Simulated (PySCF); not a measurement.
**Electronic structure of Ge (germanium, neutral) at the UHF level**

Configuration: [Ar] 3d10 4s2 4p2, high-spin 3P determinant. Calculation: PySCF 2.14, in def2-QZVPPD; the non-relativistic Hamiltonian (point nucleus).

| Item | Value |
| --- | --- |
| Total energy | -2075.363003 hartree |
| One-electron energy | -2895.1530 hartree |
| Hartree (Coulomb) energy | 897.2816 hartree |
| Exchange energy | -77.4916 hartree |
| Kinetic energy | 2075.35863 hartree |
| ⟨S²⟩ | 2.0113 |
| ⟨L²⟩ | 2.033 |
| Sum of ⟨r⟩ | 24.18 bohr |
| Sum of ⟨r²⟩ | 41.46 bohr² |
| Traceless quadrupole moment −½Σ⟨3z² − r²⟩ along its main axis | 3.90 e·bohr² |
| Density at the nucleus (Gaussians lack the cusp) | 22300 bohr⁻³ |
| Spin density at the nucleus | -0.528 bohr⁻³ |
| Langevin diamagnetic susceptibility | -32.8 ×10⁻⁶ cm³/mol |

```
shell  electrons  mean orbital energy (hartree)  spread (hartree)  rms radius, mean of both spins (bohr)
 1s α          1                     -405.24553                 0                                 0.0554
 1s β          1                     -405.24173                 0                                 0.0554
 2s α          1                      -52.14985                 0                                  0.231
 2s β          1                      -52.14919                 0                                  0.231
 2p α          3                      -46.23704           0.00107                                  0.205
 2p β          3                      -46.23366           0.00379                                  0.205
 3s α          1                       -7.19295                 0                                  0.678
 3s β          1                       -7.18709                 0                                  0.678
 3p α          3                       -5.16519           0.00111                                  0.705
 3p β          3                       -5.15615           0.01401                                  0.705
 3d α          5                       -1.63593           0.00880                                  0.811
 3d β          5                       -1.63196           0.01425                                  0.811
 4s α          1                       -0.62974                 0                                   2.40
 4s β          1                       -0.47901                 0                                   2.40
 4p α          2                       -0.29121                 0                                   3.09
```

Spin-orbit constants ζ (cm⁻¹) from the X2C one-electron operator on these orbitals (non-relativistic here): bare nucleus, nucleus screened by l(l+1)(2l+1)/3 electrons, and screened by the Breit-Pauli mean field of the electrons.

```json
{"shell": "2p", "bare": "167000", "screened nucleus": "156600", "mean field": "n/a"}
{"shell": "3p", "bare": "22000", "screened nucleus": "20620", "mean field": "n/a"}
{"shell": "3d", "bare": "2611", "screened nucleus": "1795", "mean field": "n/a"}
{"shell": "4p", "bare": "854.1", "screened nucleus": "800.7", "mean field": "n/a"}
```

To first order the Landé constant is A = 400.4 cm⁻¹, so the lowest level has J = 0 and lies 0.0993 eV below the centre of the term. This holds in LS coupling only.
